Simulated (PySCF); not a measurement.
**Electronic absorption of C5H12OSi**

C₅H₁₂OSi.
SMILES: `CO[SiH]1CCCC1`

Computed with TDDFT wB97X-D/def2-SVPD, vertical, gas phase, core orbitals frozen in the response (PySCF 2.14.0, density-fitted response routines). The structure is a single PBE0-D3(BJ)/def2-SVP conformer in the gas phase; no vibrational or solvent corrections.

```json
{"state": "S1", "E (eV)": "7.37", "λ (nm)": "168.2", "ν̃ (cm⁻¹)": "59450", "f": "0.0003", "|μ| (D)": "0.11", "main configurations (H = HOMO, L = LUMO)": "H→L+1 (59%), H→L+4 (10%), H→L (9%)"}
{"state": "S2", "E (eV)": "7.72", "λ (nm)": "160.6", "ν̃ (cm⁻¹)": "62260", "f": "0.011", "|μ| (D)": "0.61", "main configurations (H = HOMO, L = LUMO)": "H→L (69%), H-1→L+1 (10%)"}
{"state": "S3", "E (eV)": "7.94", "λ (nm)": "156.1", "ν̃ (cm⁻¹)": "64070", "f": "0.0073", "|μ| (D)": "0.49", "main configurations (H = HOMO, L = LUMO)": "H→L+2 (33%), H-1→L+1 (21%)"}
{"state": "S4", "E (eV)": "7.98", "λ (nm)": "155.3", "ν̃ (cm⁻¹)": "64390", "f": "0.046", "|μ| (D)": "1.23", "main configurations (H = HOMO, L = LUMO)": "H→L+2 (31%), H-1→L+1 (25%), H-1→L+2 (14%)"}
{"state": "S5", "E (eV)": "8.25", "λ (nm)": "150.3", "ν̃ (cm⁻¹)": "66540", "f": "0.035", "|μ| (D)": "1.05", "main configurations (H = HOMO, L = LUMO)": "H-1→L (46%), H→L+3 (21%)"}
{"state": "S6", "E (eV)": "8.41", "λ (nm)": "147.4", "ν̃ (cm⁻¹)": "67830", "f": "0.016", "|μ| (D)": "0.70", "main configurations (H = HOMO, L = LUMO)": "H→L+3 (37%), H-1→L+2 (18%), H-1→L (12%)"}
{"state": "S7", "E (eV)": "8.47", "λ (nm)": "146.4", "ν̃ (cm⁻¹)": "68280", "f": "0.056", "|μ| (D)": "1.32", "main configurations (H = HOMO, L = LUMO)": "H-1→L+2 (44%), H-2→L+1 (8%)"}
{"state": "S8", "E (eV)": "8.63", "λ (nm)": "143.7", "ν̃ (cm⁻¹)": "69570", "f": "0.029", "|μ| (D)": "0.94", "main configurations (H = HOMO, L = LUMO)": "H→L+4 (55%)"}
{"state": "S9", "E (eV)": "8.75", "λ (nm)": "141.7", "ν̃ (cm⁻¹)": "70590", "f": "0.051", "|μ| (D)": "1.24", "main configurations (H = HOMO, L = LUMO)": "H-1→L+3 (31%), H-2→L (11%), H-2→L+1 (10%)"}
{"state": "S10", "E (eV)": "8.90", "λ (nm)": "139.2", "ν̃ (cm⁻¹)": "71820", "f": "0.045", "|μ| (D)": "1.16", "main configurations (H = HOMO, L = LUMO)": "H-3→L+1 (26%)"}
```

Triplets (Tamm–Dancoff): T1 7.13 eV, H→L+1 (54%), H→L+4 (12%); T2 7.54 eV, H→L (40%), H-1→L+1 (32%); T3 7.66 eV, H→L+2 (34%), H-1→L+1 (17%), H→L (15%); T4 7.71 eV, H→L+2 (26%), H→L (22%), H→L+1 (10%).

The lowest singlet lies at 7.37 eV (168 nm, vacuum ultraviolet) and is dark (f under 0.0005); its leading configuration is HOMO→LUMO+1 (59%). The strongest level in the table is S7 at 8.47 eV (146 nm, f = 0.056). Löwdin shares by element: HOMO oxygen 30%, carbon 29% or more, silicon 14% (atoms not listed hold the other 28%); LUMO carbon 25% or more, silicon 20% (atoms not listed hold the other 55%). The oscillator strengths of these states sum to 0.295; summed over the whole spectrum of an exact calculation they would give the number of electrons, 64 (Thomas–Reiche–Kuhn). Orbital energies (eV): HOMO-3 -10.93, HOMO-2 -10.70, HOMO-1 -9.99, HOMO -9.42, LUMO 2.28, LUMO+1 2.46, LUMO+2 2.87. The listed states span 1.53 eV, and the widest gap between neighbours is 0.35 eV (S1 to S2). The vertical ionisation energy (ΔSCF) is 9.55 eV, 0.65 eV above S10. The window holds the lowest 10 singlets.

The run took 3.1 min on Arm Neoverse V2, one thread, shared host, and the process peaked at 1.2 GiB of memory.

Without π bonds the low states are Rydberg-like; a valence basis with one diffuse set may place them up to an eV too high.
